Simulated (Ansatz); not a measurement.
Geometry optimisation, Ansatz, RKS PBE/6-31G*.

Input file:

```yaml
crystal:
  periodic: [false, false, false]
  atoms:
    - { symbol: B, position_ang: [-0.268444, -0.196387, -0.70814] }
    - { symbol: H, position_ang: [0.379328, 0.782466, -0.694903] }
    - { symbol: Cl, position_ang: [0.513466, -1.724662, -1.042187] }
    - { symbol: Cl, position_ang: [-2.004908, -0.064885, -0.547788] }
    - { symbol: H, position_ang: [0.825132, 0.902504, 1.17356] }
    - { symbol: F, position_ang: [0.555426, 0.300964, 1.819457] }
basis:
  gaussian: { orbitals: "6-31G*" }
hamiltonian:
  xc: pbe
relax:
  f_tol: 0.03
  max_steps: 50
output:
  orbitals: {}
```

Command:

```bash
$ ansatz run input.yaml --threads 1 --pin off --max-ram 2048MiB --backend cpu --events-out ev --progress --plain --runs-dir out
```

Q: Where does it end, and by what steps?

A: The run converged. After 8 steps the energy has fallen by 0.087 eV; F6 moved furthest, 0.36 Å.

```
step  energy less start (eV)  largest force component (eV/Å)  accepted
   0                  0.0000                           0.860       yes
   1                  0.0155                           1.948        no
   2                 -0.0455                           0.229       yes
   3                 -0.0590                           0.224       yes
   4                 -0.0362                           1.300        no
   5                 -0.0683                           0.378       yes
   6                 -0.0813                           0.373       yes
   7                 -0.0856                           0.152       yes
   8                 -0.0872                           0.019       yes
```

```xyz
6
Properties=species:S:1:pos:R:3
B -0.234 -0.163 -0.646
H 0.380 0.840 -0.888
Cl 0.543 -1.720 -0.923
Cl -1.980 -0.058 -0.428
H 0.890 0.947 1.355
F 0.402 0.154 1.530
```

Whether the end is a true minimum wasn't checked by a vibrational analysis.

Run time: 32 s on 1 thread of Arm Neoverse N1, on a shared host, peak memory 0.13 GiB.
